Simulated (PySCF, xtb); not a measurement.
ethyl(silyl)silane (C₂H₁₀Si₂), SMILES CC[SiH2][SiH3].

GFN2-xTB (xtb 6.7.1) at its own geometry gives an orbital gap of 4.47 eV and a dipole moment of 0.37 D.

Geometry optimised at ωB97X-D3(BJ)/def2-SVP. One conformer was computed; it need not be the lowest.

Problem. What does PBE/def2-TZVP in PySCF give? (An estimate is asked for; the answer gives what the named calculation found.)

Solution. gap 6.15 eV (levels -6.82 and -0.67 eV), dipole 1.05 D.
